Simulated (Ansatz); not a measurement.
Ansatz (a quantum-chemistry and plane-wave program) input for Hf(Cl)2(SH)2 (Cl2H2HfS2), SMILES [SH][Hf]([SH])([Cl])[Cl], multiplicity 1, PBE0-D3(BJ)/def2-SVP. 

Ansatz 0.2 input:
```yaml
crystal:
  periodic: [false, false, false]
  atoms:
    - {symbol: Hf, position_ang: [0.04452297, 0.01584053, 0.01654408]}
    - {symbol: Cl, position_ang: [0.69847385, 1.92149041, -1.19717643]}
    - {symbol: Cl, position_ang: [1.09636752, -0.16049727, 2.10805229]}
    - {symbol: S, position_ang: [0.39431925, -2.01475509, -1.26343358]}
    - {symbol: H, position_ang: [0.13521989, -1.32623638, -2.41732238]}
    - {symbol: S, position_ang: [-2.36624257, 0.07515886, 0.31261386]}
    - {symbol: H, position_ang: [-2.30240396, 1.28237499, 0.95437482]}
basis:
  gaussian:
    orbitals: def2-SVP
hamiltonian:
  xc: pbe0
  dispersion: d3bj
relax: {f_tol: 0.002, max_steps: 200}
```

Output:

```
WARN ansatz: RAYON_NUM_THREADS=1 ignored (pool sized by the plan → 1); use --threads N
Functional definition: PBE0
integrals: 0.07 GiB planned
1137 factors; integrals over basis functions are off by at most 3.2e-4 eV
mean field: 0.63 GiB planned
mean field evaluation 1: about -48030.0870 eV, gradient 2.3e1 eV
mean field evaluation 2: about -48025.2186 eV, gradient 5.0e1 eV
mean field evaluation 4: about -48031.6851 eV, gradient 1.4e0 eV
mean field evaluation 8: about -48031.7300 eV, gradient 4.3e-2 eV
mean field evaluation 16: about -48031.7300 eV, gradient 3.1e-5 eV
mean field -48031.73003021 eV, -1765.1335215343 hartree, gradient 3.1e-5 eV, S^2 0.000000; 0 other end points of the search recorded, 0 dependent functions left out
the calculation of the forces begins
reference -48031.73008630 eV, -1765.1335235956 hartree; 40, 40 occupied and 74, 74 virtual orbitals, 1137 factors
relax step   1: F+E_penalty+E_count = -48031.98430443 eV  Δ(F+E_penalty+E_count) = +0.000e0 eV  max|allowed force component| = 3.220e-1 eV/Å  Δτ_max = 0.0000 Å  (27 SCF iters, accepted)
these checks for a lower state are left out or cut short: starts, cluster_reference, orbital_swaps, neighbouring_geometries, increment
integrals: 0.07 GiB planned
1137 factors; integrals over basis functions are off by at most 3.2e-4 eV
mean field: 0.63 GiB planned
mean field -48031.73236663 eV, -1765.1336073960 hartree, gradient 1.6e-5 eV, S^2 0.000000; 0 other end points of the search recorded, 0 dependent functions left out
the calculation of the forces begins
reference -48031.73242269 eV, -1765.1336094562 hartree; 40, 40 occupied and 74, 74 virtual orbitals, 1137 factors
relax step   2: F+E_penalty+E_count = -48031.98908498 eV  Δ(F+E_penalty+E_count) = -4.781e-3 eV  max|allowed force component| = 1.861e-1 eV/Å  Δτ_max = 0.0256 Å  (31 SCF iters, accepted)
these checks for a lower state are left out or cut short: starts, cluster_reference, orbital_swaps, neighbouring_geometries, increment
integrals: 0.07 GiB planned
1137 factors; integrals over basis functions are off by at most 3.2e-4 eV
mean field: 0.63 GiB planned
mean field -48031.73631365 eV, -1765.1337524464 hartree, gradient 1.3e-5 eV, S^2 0.000000; 0 other end points of the search recorded, 0 dependent functions left out
the calculation of the forces begins
reference -48031.73636973 eV, -1765.1337545074 hartree; 40, 40 occupied and 74, 74 virtual orbitals, 1137 factors
relax step   3: F+E_penalty+E_count = -48031.99214714 eV  Δ(F+E_penalty+E_count) = -3.062e-3 eV  max|allowed force component| = 2.784e-2 eV/Å  Δτ_max = 0.0115 Å  (32 SCF iters, accepted)
these checks for a lower state are left out or cut short: starts, cluster_reference, orbital_swaps, neighbouring_geometries, increment
integrals: 0.07 GiB planned
1137 factors; integrals over basis functions are off by at most 3.2e-4 eV
mean field: 0.63 GiB planned
mean field evaluation 32: about -48031.6976 eV, gradient 1.4e-3 eV
mean field -48031.73639561 eV, -1765.1337554583 hartree, gradient 1.2e-5 eV, S^2 0.000000; 0 other end points of the search recorded, 0 dependent functions left out
the calculation of the forces begins
reference -48031.73645169 eV, -1765.1337575193 hartree; 40, 40 occupied and 74, 74 virtual orbitals, 1137 factors
relax step   4: F+E_penalty+E_count = -48031.99218262 eV  Δ(F+E_penalty+E_count) = -3.548e-5 eV  max|allowed force component| = 1.540e-2 eV/Å  Δτ_max = 0.0080 Å  (32 SCF iters, accepted)
these checks for a lower state are left out or cut short: starts, cluster_reference, orbital_swaps, neighbouring_geometries, increment
integrals: 0.07 GiB planned
1137 factors; integrals over basis functions are off by at most 3.2e-4 eV
mean field: 0.63 GiB planned
mean field -48031.73667620 eV, -1765.1337657700 hartree, gradient 1.2e-5 eV, S^2 0.000000; 0 other end points of the search recorded, 0 dependent functions left out
the calculation of the forces begins
reference -48031.73673229 eV, -1765.1337678313 hartree; 40, 40 occupied and 74, 74 virtual orbitals, 1137 factors
relax step   5: F+E_penalty+E_count = -48031.99221092 eV  Δ(F+E_penalty+E_count) = -2.829e-5 eV  max|allowed force component| = 9.207e-3 eV/Å  Δτ_max = 0.0097 Å  (33 SCF iters, accepted)
these checks for a lower state are left out or cut short: starts, cluster_reference, orbital_swaps, neighbouring_geometries, increment
integrals: 0.07 GiB planned
1137 factors; integrals over basis functions are off by at most 3.2e-4 eV
mean field: 0.63 GiB planned
mean field -48031.73665178 eV, -1765.1337648723 hartree, gradient 2.0e-5 eV, S^2 0.000000; 0 other end points of the search recorded, 0 dependent functions left out
the calculation of the forces begins
reference -48031.73670787 eV, -1765.1337669337 hartree; 40, 40 occupied and 74, 74 virtual orbitals, 1137 factors
relax step   6: F+E_penalty+E_count = -48031.99223695 eV  Δ(F+E_penalty+E_count) = -2.604e-5 eV  max|allowed force component| = 4.213e-3 eV/Å  Δτ_max = 0.0037 Å  (25 SCF iters, accepted)
these checks for a lower state are left out or cut short: starts, cluster_reference, orbital_swaps, neighbouring_geometries, increment
integrals: 0.07 GiB planned
1137 factors; integrals over basis functions are off by at most 3.2e-4 eV
mean field: 0.63 GiB planned
mean field -48031.73662430 eV, -1765.1337638627 hartree, gradient 1.6e-5 eV, S^2 0.000000; 0 other end points of the search recorded, 0 dependent functions left out
the calculation of the forces begins
reference -48031.73668039 eV, -1765.1337659240 hartree; 40, 40 occupied and 74, 74 virtual orbitals, 1137 factors
relax step   7: F+E_penalty+E_count = -48031.99224239 eV  Δ(F+E_penalty+E_count) = -5.438e-6 eV  max|allowed force component| = 1.580e-3 eV/Å  Δτ_max = 0.0015 Å  (25 SCF iters, accepted)
these checks for a lower state are left out or cut short: starts, cluster_reference, orbital_swaps, neighbouring_geometries, increment
integrals: 0.07 GiB planned
1137 factors; integrals over basis functions are off by at most 3.2e-4 eV
mean field: 0.63 GiB planned
mean field -48031.73662632 eV, -1765.1337639368 hartree, gradient 6.2e-5 eV, S^2 0.000000; 0 other end points of the search recorded, 0 dependent functions left out
the calculation of the forces begins
reference -48031.73668241 eV, -1765.1337659982 hartree; 40, 40 occupied and 74, 74 virtual orbitals, 1137 factors
relax step   8: F+E_penalty+E_count = -48031.99224436 eV  Δ(F+E_penalty+E_count) = -1.963e-6 eV  max|allowed force component| = 1.488e-3 eV/Å  Δτ_max = 0.0014 Å  (22 SCF iters, accepted)
these checks for a lower state are left out or cut short: starts, cluster_reference, orbital_swaps, neighbouring_geometries, increment
integrals: 0.07 GiB planned
1137 factors; integrals over basis functions are off by at most 3.2e-4 eV
mean field: 0.63 GiB planned
mean field evaluation 64: about -48031.7366 eV, gradient 4.0e-4 eV
mean field -48031.73663006 eV, -1765.1337640742 hartree, gradient 2.1e-5 eV, S^2 0.000000; 0 other end points of the search recorded, 0 dependent functions left out
the calculation of the forces begins
reference -48031.73668616 eV, -1765.1337661358 hartree; 40, 40 occupied and 74, 74 virtual orbitals, 1137 factors
relax step   9: F+E_penalty+E_count = -48031.99224766 eV  Δ(F+E_penalty+E_count) = -3.305e-6 eV  max|allowed force component| = 1.128e-3 eV/Å  Δτ_max = 0.0044 Å  (25 SCF iters, accepted)
these checks for a lower state are left out or cut short: starts, cluster_reference, orbital_swaps, neighbouring_geometries, increment
integrals: 0.07 GiB planned
1137 factors; integrals over basis functions are off by at most 3.2e-4 eV
mean field: 0.63 GiB planned
mean field -48031.73663356 eV, -1765.1337642030 hartree, gradient 1.6e-5 eV, S^2 0.000000; 0 other end points of the search recorded, 0 dependent functions left out
the calculation of the forces begins
reference -48031.73668967 eV, -1765.1337662648 hartree; 40, 40 occupied and 74, 74 virtual orbitals, 1137 factors
relax step  10: F+E_penalty+E_count = -48031.99224864 eV  Δ(F+E_penalty+E_count) = -9.788e-7 eV  max|allowed force component| = 7.391e-4 eV/Å  Δτ_max = 0.0025 Å  (25 SCF iters, accepted)
integrals: 0.07 GiB planned
1137 factors; integrals over basis functions are off by at most 3.2e-4 eV
mean field: 0.63 GiB planned
mean field -48031.73663356 eV, -1765.1337642030 hartree, gradient 1.6e-5 eV, S^2 0.000000; 1 other end points of the search recorded, 0 dependent functions left out
the calculation of the forces begins
reference -48031.73668967 eV, -1765.1337662648 hartree; 40, 40 occupied and 74, 74 virtual orbitals, 1137 factors
Total energy: -48031.99230474 eV, -1765.1431599456 hartree
Atom 0 at     0.041474     0.013860     0.019462 Å, force    -0.000623     0.000331    -0.000663 eV/Å
Atom 1 at     0.694403     1.913907    -1.182508 Å, force    -0.000009     0.000176     0.000093 eV/Å
Atom 2 at     1.097711    -0.164725     2.096144 Å, force     0.000504    -0.000193     0.000499 eV/Å
Atom 3 at     0.405274    -1.997977    -1.263588 Å, force    -0.000532     0.000206    -0.000262 eV/Å
Atom 4 at     0.125745    -1.336759    -2.414971 Å, force     0.000140    -0.000195     0.000739 eV/Å
Atom 5 at    -2.357799     0.079543     0.319644 Å, force     0.000574    -0.000236    -0.000286 eV/Å
Atom 6 at    -2.306551     1.285527     0.939470 Å, force    -0.000054    -0.000089    -0.000119 eV/Å
Dipole moment:    -0.047726     0.153382    -0.124612 e Å
```

The run converged.
